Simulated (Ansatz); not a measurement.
In(Br)2(Me) (CH3Br2In), SMILES [CH3][In]([Br])[Br]. Atoms are numbered in the order given.

```xyz
7

In     0.5058    -0.1386     0.3397
Br    -1.4796    -1.6536     0.1251
Br     0.2472     1.9955    -0.9495
C      2.2619    -0.6251     1.5044
H      2.6489     0.2946     1.9625
H      3.0134    -1.0484     0.8230
H      1.9891    -1.3620     2.2708
```
Charge 0, spin multiplicity 1.

Geometry: B3LYP-D3(BJ)/def2-SVP. The structure was generated by enumeration; whether it is a known compound was not checked. The def2 effective core potentials stand for the cores of In; spin–orbit coupling is left out.

Two levels are set side by side: PBE-D3(BJ)/def2-SVP (Ansatz, an electronic-structure program) and B3LYP-D3(BJ)/def2-SVP (Ansatz). Each level has its own optimised geometry; the coordinates shown are those of the second. Differences are taken from unrounded values.

```json
[
 {"quantity": "mean bond length (Å)", "B3LYP-D3(BJ)": "1.745", "PBE-D3(BJ)": "1.750", "PBE-D3(BJ) minus B3LYP-D3(BJ)": "0.004"},
 {"quantity": "bond In1–Br2 (Å)", "B3LYP-D3(BJ)": "2.507", "PBE-D3(BJ)": "2.509", "PBE-D3(BJ) minus B3LYP-D3(BJ)": "0.002"},
 {"quantity": "bond In1–Br3 (Å)", "B3LYP-D3(BJ)": "2.507", "PBE-D3(BJ)": "2.509", "PBE-D3(BJ) minus B3LYP-D3(BJ)": "0.002"},
 {"quantity": "bond In1–C4 (Å)", "B3LYP-D3(BJ)": "2.163", "PBE-D3(BJ)": "2.163", "PBE-D3(BJ) minus B3LYP-D3(BJ)": "0.000"},
 {"quantity": "bond C4–H5 (Å)", "B3LYP-D3(BJ)": "1.098", "PBE-D3(BJ)": "1.105", "PBE-D3(BJ) minus B3LYP-D3(BJ)": "0.007"},
 {"quantity": "bond C4–H6 (Å)", "B3LYP-D3(BJ)": "1.099", "PBE-D3(BJ)": "1.107", "PBE-D3(BJ) minus B3LYP-D3(BJ)": "0.007"},
 {"quantity": "bond C4–H7 (Å)", "B3LYP-D3(BJ)": "1.098", "PBE-D3(BJ)": "1.105", "PBE-D3(BJ) minus B3LYP-D3(BJ)": "0.007"}
]
```

Here PBE gives about what the other level gives.
